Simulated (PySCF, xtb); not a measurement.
In(NCO)(OH)2 (CH₂InNO₃), SMILES C(=O)=[N][In]([OH])[OH]. The values are those of a single conformer.

Harmonic wavenumbers (cm⁻¹) from GFN2-xTB in xtb at its own minimum, in rising order: 33, 49, 114, 115, 129, 210, 269, 334, 437, 480, 509, 539, 699, 761, 1428, 2455, 3584, 3598.

Q: What does PBE-D3(BJ)/def2-SVP (PySCF) give at its own minimum? (Estimate from the structure and the level; the computed values follow.)

A: 31, 50, 105, 124, 126, 256, 286, 400, 567, 581, 606, 614, 846, 879, 1364, 2306, 3692, 3693. Paired by order, the mean absolute difference is 69 cm⁻¹ and the zero-point energies are 22.5 and 23.6 kcal/mol.
